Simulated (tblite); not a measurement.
C6H9N2 (doublet state).
Atom-mapped SMILES: `[CH3:1][C:2]([CH3:3])/[N:4]=[CH:5]\[CH2:6][C:7]#[N:8]` (hydrogens: H9, H10, H11 on C1; H12, H13, H14 on C3; H15 on C5; H16, H17 on C6)

Structure optimised with GFN2-xTB, isolated species. This method treats the open shell by occupation alone, without spin polarisation.

(1) What internal coordinates does the optimisation give?

## Answers

(1) 
| bond | length (Å) | order |
| --- | --- | --- |
| C1–C2 | 1.494 | single |
| C2–C3 | 1.500 | single |
| C2–N4 | 1.294 | single |
| N4=C5 | 1.293 | double |
| C5–C6 | 1.511 | single |
| C6–C7 | 1.441 | single |
| C7≡N8 | 1.145 | triple |
| C1–H9, C1–H10, C1–H11 | 1.089 | single |
| C3–H12, C3–H13, C3–H14 | 1.090 | single |
| C5–H15 | 1.080 | single |
| C6–H16, C6–H17 | 1.093 | single |

Bonds in one row agree within 0.01 Å and their mean is given. Orders are formal, as drawn. A selection of angles:
| angle | degrees |
| --- | --- |
| C2–C1–H9 | 110.4 |
| H9–C1–H10 | 109.3 |
| H9–C1–H11 | 107.5 |
| C1–C2–C3 | 117.2 |
| C1–C2–N4 | 117.5 |
| C3–C2–N4 | 125.1 |
| C2–C3–H12 | 111.3 |
| C2–C3–H13 | 110.0 |
| H12–C3–H13 | 108.9 |
| H13–C3–H14 | 107.4 |
| C2–N4–C5 | 134.5 |
| N4–C5–C6 | 126.6 |
| N4–C5–H15 | 116.4 |
| C6–C5–H15 | 117.0 |
| C5–C6–C7 | 107.4 |
| C5–C6–H16 | 110.6 |
| C7–C6–H16 | 109.0 |
| H16–C6–H17 | 109.6 |
| C6–C7–N8 | 176.5 |

Dihedral angles: C1–C2–N4–C5 162° (antiperiplanar); C2–N4–C5–C6 -22° (synperiplanar); N4–C5–C6–C7 101° (anticlinal). The mirror-image conformer, all signs reversed, is as good.

The 4 C–C bonds span 1.441 Å (C6–C7, drawn single) to 1.511 Å (C5–C6, drawn single), a spread of 0.070 Å. N4 (nitrogen bonded to 2 C) is bent (angle 134.5°). Of the pairs four or more bonds apart, C7···H12 is among the closest relative to their van der Waals radii: 2.57 Å, 88 % of the sum of Bondi's values. The 3 C–N bonds span 1.145 Å (C7≡N8, drawn triple) to 1.294 Å (C2–N4, drawn single in one of several resonance forms), a spread of 0.149 Å. C2 (carbon bonded to 2 C and N) is planar (angles 125.1°, 117.5° and 117.2°, sum 359.8°, 0.04 Å off the plane of its three neighbours). C5 (carbon bonded to C, N and H) is planar (angles 126.6°, 117.0° and 116.4°, sum 359.9°, 0.02 Å off the plane of its three neighbours).

Point group: C1 (no symmetry element, even within 0.4 Å). Its GFN2-xTB frequencies are all real (lowest 67 cm⁻¹).

The run took 0.98 s wall on one thread of an Arm Neoverse N1 (shared host). These figures are those of the optimisation.

The numbers are calculated, not measured.
